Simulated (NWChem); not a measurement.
System: AlH2I; SMILES [AlH2][I]

NWChem input:

```
start job
memory heap 200 mb stack 900 mb global 1100 mb
geometry units angstroms noautoz
  Al     0.000000     0.000000    -1.957853
  H      0.000000     1.399606    -2.693494
  H      0.000000    -1.399606    -2.693494
  I      0.000000     0.000000     0.516645
end
basis spherical
  * library def2-svpd
end
ecp
  I library def2-ecp
end
dft
  xc xpbe96 cpbe96
  iterations 150
end
tddft
  cis
  nroots 6
  notriplet
end
task tddft energy
```

NWChem printed, in part:

```
             Northwest Computational Chemistry Package (NWChem) 7.3.0
             --------------------------------------------------------

 C2V symmetry detected

                             Geometry "geometry" -> ""
                             -------------------------

 Output coordinates in angstroms (scale by  1.889725989 to convert to a.u.)

  No.       Tag          Charge          X              Y              Z
 ---- ---------------- ---------- -------------- -------------- --------------
    1 Al                  13.0000     0.00000000     0.00000000    -1.90701635
    2 H                    1.0000     0.00000000     1.39960600    -2.64265735
    3 H                    1.0000     0.00000000    -1.39960600    -2.64265735
    4 I                   53.0000     0.00000000     0.00000000     0.56748165

 Effective nuclear repulsion energy (a.u.)     172.2523530424

      Symmetry information
      --------------------

 Group name             C2v
 Group number             16
 Group order               4
 No. of unique centers     3

 Summary of "ao basis" -> "ao basis" (spherical)
 ------------------------------------------------------------------------------
       Tag                 Description            Shells   Functions and Types
 ---------------- ------------------------------  ------  ---------------------
 Al                        def2-svpd                10       24   5s3p2d
 H                         def2-svpd                 4        8   2s2p
 I                         def2-svpd                13       35   5s5p3d

      Symmetry analysis of basis
      --------------------------

        a1         34
        a2          7
        b1         15
        b2         19

            General Information
            -------------------
          SCF calculation type: DFT
          Wavefunction type:  closed shell.
          No. of atoms     :     4
          No. of electrons :    40
           Alpha electrons :    20
            Beta electrons :    20
          Charge           :     0
          Spin multiplicity:     1
          Use of symmetry is: off; symmetry adaption is: on
          Maximum number of iterations: 150
          AO basis - number of functions:    75
                     number of shells:    31
          Convergence on energy requested:  1.00D-06
          Convergence on density requested:  1.00D-05
          Convergence on gradient requested:  5.00D-04

              XC Information
              --------------
          PerdewBurkeErnzerhof Exchange Functional  1.000
            Perdew 1991 LDA Correlation Functional  1.000 local
           PerdewBurkeErnz. Correlation Functional  1.000 non-local

[...]

                                NWChem TDDFT Module
                                -------------------

            General Information
            -------------------
           No. of orbitals :     150
            Alpha orbitals :      75
             Beta orbitals :      75
        Alpha frozen cores :       0
         Beta frozen cores :       0
     Alpha frozen virtuals :       0
      Beta frozen virtuals :       0
         Spin multiplicity :       1
    Number of AO functions :      75
        Use of symmetry is : off
      Symmetry adaption is : on
         Schwarz screening :  0.10D-07

              XC Information
              --------------
   PerdewBurkeErnzerhof Exchange Functional   1.00
     Perdew 1991 LDA Correlation Functional   1.00 local
    PerdewBurkeErnz. Correlation Functional   1.00 non-local

             TDDFT Information
             -----------------
          Calculation type : Tamm-Dancoff TDDFT
         Wavefunction type : Restricted singlets
          No. of electrons :      40
           Alpha electrons :      20
            Beta electrons :      20
              No. of roots :       6
          Max subspacesize :    5200
            Max iterations :     100
               Target root :       1
           Target symmetry : none
      Symmetry restriction : off
                 Algorithm : Optimal
        Davidson threshold :  0.10D-03

    6 smallest eigenvalue differences (eV)
--------------------------------------------------------
  No. Spin  Occ  Vir  Irrep   E(Occ)    E(Vir)   E(Diff)
--------------------------------------------------------
    1    1   20   21 a2       -0.240    -0.098     3.882
    2    1   19   21 a1       -0.256    -0.098     4.299
    3    1   18   21 a2       -0.291    -0.098     5.263
    4    1   17   21 b1       -0.292    -0.098     5.289
    5    1   20   22 b2       -0.240    -0.046     5.304
    6    1   19   22 b1       -0.256    -0.046     5.721
--------------------------------------------------------

  Entering Davidson iterations
  Restricted singlet excited states

  Iter   NTrls   NConv    DeltaV     DeltaE      Time
  ----  ------  ------  ---------  ---------  ---------
    1      6       0     0.98E-01   0.10+100        5.7
    2     12       0     0.16E-01   0.19E-01        5.5
    3     18       2     0.35E-02   0.37E-03        5.6
    4     22       4     0.34E-03   0.22E-04        5.0
    5     24       6     0.36E-04   0.17E-06        4.2
  ----  ------  ------  ---------  ---------  ---------
  Convergence criterion met

  Ground state a1       -541.134473080366 a.u.

  ----------------------------------------------------------------------------
  Root   1 singlet a2             0.144398375 a.u.                3.9293 eV
  ----------------------------------------------------------------------------
     Transition Moments    X  0.00000   Y  0.00000   Z  0.00000
     Dipole Oscillator Strength                    0.0000000000
     Electric Quadrupole                           0.0000000097
     Magnetic Dipole                               0.0000005042
     Total Oscillator Strength                     0.0000005139

[...]
```

Level: PBE/def2-SVPD with def2 effective core potentials on I, TDA. The geometry was optimised at PBE0/def2-SVP. Not confirmed as a minimum by frequencies. def2 effective core potentials on I; no spin-orbit coupling.
